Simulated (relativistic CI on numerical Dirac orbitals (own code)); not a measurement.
# Cs+: sensitivity of the levels to the model

Base calculation: Dirac-Coulomb-Breit CI, orbitals from a KLI potential per configuration, QED by a radiative potential, valence Slater integrals scaled by 0.85, P86 correlation energy added to each configuration.

CI space (outside the closed core [Kr] 4d10): 5s²5p⁶, 5s²5p⁵6s, 5s²5p⁵5d, 5s²5p⁵6p, 5s²5p⁵7s, 5s²5p⁵6d, 5s5p⁶5d, 5s²5p⁵4f, 5s²5p⁵7p, 5s²5p⁵8s, 5s²5p⁵5f, 5s²5p⁵7d, 5s²5p⁵8p, 5s²5p⁵5g, 5s²5p⁵6f. Double excitations out of closed p, d and f shells are left out; levels of such configurations are missing from the list, as are those of other unlisted configurations, and high levels can miss mixing partners.

Variants: (1) Slater integrals left unscaled; (2) no correlation estimate; (3) one mean potential for all configurations. Shifts of the energy above 5s²5p⁶ ¹S0, in cm⁻¹, for the lowest level and the first level of each name with at least 55 % of one term (blank where a level changes its place among those of its configuration and J or its character, or is not in the variant):

| Level | Base | Δ(1) | Δ(2) | Δ(3) | Measured |
| --- | --- | --- | --- | --- | --- |
| 5s²5p⁶ ¹S0 | 0.0 | 0.0 | 0.0 | 0.0 | 0.0 |
| 5s²5p⁵5d ³P°0 | 108856.5 | -1524.2 | -3558.6 | +313.7 | 107572.1 |
| 5s²5p⁵6s ³P°2 | 109367.7 | -894.4 | -4956.6 | +939.7 | 107401.6 |
| 5s²5p⁵5d ³P°1 | 109419.7 | -1331.1 | -4167.0 | +514.6 |  |
| 5s²5p⁵5d ³F°4 | 113619.5 | -712.9 | -3488.6 | +302.8 |  |
| 5s²5p⁵5d ³F°3 | 115525.3 | -451.5 | -3486.2 | +301.2 |  |
| 5s²5p⁵5d ³D°3 | 120083.4 | +425.2 | -3488.7 | +344.4 |  |
| 5s²5p⁵6s ³P°0 | 125436.4 | +22.5 | -5342.9 | +1473.5 | 122374.8 |
| 5s²5p⁵6p ³S1 | 127952.8 | -463.7 | -6144.2 | +1919.0 |  |
| 5s²5p⁵6p ³D3 | 130349.5 | -151.0 | -6140.4 | +2045.6 | 129116.7 |
| 5s²5p⁵6p ¹P1 | 131398.6 | +114.6 | -6140.2 | +2121.3 |  |
| 5s²5p⁵6p ³P2 | 132012.9 | +150.0 | -6140.5 | +2163.6 |  |
| 5s²5p⁵6p ³D1 | 143446.2 | -61.8 | -6149.2 | +2362.4 |  |
| 5s²5p⁵6p ³P1 | 144912.9 | +52.3 | -6154.6 | +2420.3 |  |
| 5s²5p⁵7s ³P°2 | 150100.3 | -46.1 | -7110.9 | +2521.3 |  |
| 5s²5p⁵7s ¹P°1 | 150612.2 | +31.5 | -7112.8 | +2490.1 |  |
| 5s²5p⁵6d ³P°0 | 152178.4 | -261.3 | -6730.6 | +2354.0 |  |
| 5s²5p⁵6d ³P°1 | 152726.6 | -145.5 | -6721.5 | +2376.8 |  |
| 5s²5p⁵6d ³F°4 | 152981.7 | -146.7 | -6738.8 | +2409.1 |  |
| 5s²5p⁵6d ³F°3 | 153360.6 | -40.4 | -6727.3 | +2394.6 |  |
| 5s²5p⁵6d ³D°3 | 154234.4 | +75.5 | -6738.3 | +2393.3 |  |
| 5s²5p⁵7p ³S1 | 156750.9 | -158.2 | -7645.2 | +2713.2 |  |

Correlation outside the listed configurations is missing or only estimated: errors of thousands of cm⁻¹ between configurations and terms are usual at this charge. Rates and lifetimes follow the computed energies and can be off by large factors. The fine structure of a lone outer electron comes out too small, for d and f at times inverted, and misplaced configurations move strength between like terms. 6 of the 13 excited levels that our extract of the measured tables holds in this range could be paired (the sources list more); they are missed by 2259 cm⁻¹ on average and 3453 at most, and levels without a partner can miss by more.

Measured levels: NIST Handbook of Basic Atomic Spectroscopic Data (Sansonetti and Martin, J. Phys. Chem. Ref. Data 34, 1559 (2005)).

Ionisation energy from the two ground configurations alone: base 23.4 eV; no correlation estimate 22.19 eV. The NIST ASD value (measured) is 23.1575 eV.

LS names give the leading component of a level, which can be under half, so a name can repeat, a term be missing and a line seem to break the LS rules.
